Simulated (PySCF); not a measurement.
# Radial density of Sm³⁵⁺ (samarium, charge +35)

UHF, [Ar] 3d9, 2D determinant. Calculation: PySCF 2.14, in an uncontracted even-tempered set (17 s from 5.6 bohr⁻², ratio 2.5; 11 p from 7.3 bohr⁻², ratio 2.5; 8 d from 7.3 bohr⁻², ratio 2.5; 4 f from 33 bohr⁻², ratio 2.7; 3 g from 50 bohr⁻², ratio 2.7); the non-relativistic Hamiltonian (point nucleus).

```json
{"r (bohr)": "0.000355", "4πr²ρ (e/bohr)": "0.2557", "4πr²(ρα − ρβ)": "0.0000"}
{"r (bohr)": "0.000597", "4πr²ρ (e/bohr)": "0.7020", "4πr²(ρα − ρβ)": "0.0000"}
{"r (bohr)": "0.00100", "4πr²ρ (e/bohr)": "1.888", "4πr²(ρα − ρβ)": "0.0000"}
{"r (bohr)": "0.00169", "4πr²ρ (e/bohr)": "4.908", "4πr²(ρα − ρβ)": "0.0000"}
{"r (bohr)": "0.00284", "4πr²ρ (e/bohr)": "12.04", "4πr²(ρα − ρβ)": "-0.0001"}
{"r (bohr)": "0.00478", "4πr²ρ (e/bohr)": "26.81", "4πr²(ρα − ρβ)": "-0.0002"}
{"r (bohr)": "0.00804", "4πr²ρ (e/bohr)": "50.80", "4πr²(ρα − ρβ)": "-0.0003"}
{"r (bohr)": "0.0135", "4πr²ρ (e/bohr)": "74.21", "4πr²(ρα − ρβ)": "-0.0002"}
{"r (bohr)": "0.0227", "4πr²ρ (e/bohr)": "75.92", "4πr²(ρα − ρβ)": "0.0043"}
{"r (bohr)": "0.0382", "4πr²ρ (e/bohr)": "71.48", "4πr²(ρα − ρβ)": "0.0619"}
{"r (bohr)": "0.0643", "4πr²ρ (e/bohr)": "99.92", "4πr²(ρα − ρβ)": "0.5410"}
{"r (bohr)": "0.108", "4πr²ρ (e/bohr)": "84.87", "4πr²(ρα − ρβ)": "2.5719"}
{"r (bohr)": "0.182", "4πr²ρ (e/bohr)": "79.54", "4πr²(ρα − ρβ)": "4.8871"}
{"r (bohr)": "0.306", "4πr²ρ (e/bohr)": "47.66", "4πr²(ρα − ρβ)": "2.1656"}
{"r (bohr)": "0.515", "4πr²ρ (e/bohr)": "2.204", "4πr²(ρα − ρβ)": "0.0905"}
{"r (bohr)": "0.866", "4πr²ρ (e/bohr)": "0.004280", "4πr²(ρα − ρβ)": "0.0002"}
```

A non-relativistic calculation at this Z misses sizeable relativistic shifts. Spin-orbit coupling, absent here, splits the open shell strongly.
